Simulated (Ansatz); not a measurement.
`F[CH2][Zn][F]` + `CCC` → `C[CH](C)[Zn][F]` + `CF` at 500 K and 1 bar (formal exchange of groups at a Zn–C bond).

Computed with Ansatz on PBE0-D4/def2-TZVP structures; ΔE is electronic, products minus reactants. CCSD(T)/CBS adds triple-zeta CCSD(T) − MP2 to the extrapolated MP2 energy (def2 sets, frozen cores). This one scheme is used for every species. For Zn outer-core shells are correlated without core-valence functions, which leaves a few kJ/mol of doubt a bond. Scalar relativity is left out up to krypton. One conformer a species, not always the lowest.

```tsv
species	CCSD(T)/CBS energy (Eh)	H − E (kJ/mol)	S (J/(mol·K))
`F[CH2][Zn][F]`	-2017.23103	114.0	353.7
`CCC`	-118.98051	304.1	314.1
`C[CH](C)[Zn][F]`	-1996.57851	296.5	417.5
`CF`	-139.63461	122.2	244.8
```

H − E and S are ideal-gas, rigid-rotor, harmonic terms from PBE0-D4/def2-TZVP, for one conformer and one mirror image of each species. 1 Eh = 2625.50 kJ/mol, R = 8.31446 J/(mol·K).

Q: By hand: ΔE, ΔH, ΔS and ΔG.

A: ΔE = (-1996.57851) + (-139.63461) − (-2017.23103) − (-118.98051) = -0.00158 Eh = -4.1 kJ/mol. Δ(H − E) = 296.5 + 122.2 − 114.0 − 304.1 = 0.6, so ΔH = -3.5 kJ/mol. ΔS = 417.5 + 244.8 − 353.7 − 314.1 = -5.5 J/(mol·K). ΔG = -3.5 − 500 × (-5.5)/1000 = -0.8 kJ/mol.

Q: By hand: the equilibrium constant, and the temperature at which ΔG would vanish if ΔH and ΔS stayed fixed.

A: log₁₀ K = −ΔG/(RT ln 10) = 0.1. ΔG = 0 at ΔH/ΔS = 636 K, though so small a ΔH makes that figure unsure.

TΔS isn't small against ΔH here. The sign of ΔG lies within the doubt. A doubt of 5 kJ/mol in ΔE shifts log₁₀ K by 0.5 here. Other conformers and mirror images would add mixing entropy, several J/(mol·K) or more a flexible species. These are equilibria of isolated gas molecules and say nothing of rates. Largest T1 diagnostic: 0.016 (customary marks: 0.02 for closed shells, 0.045 for open ones).
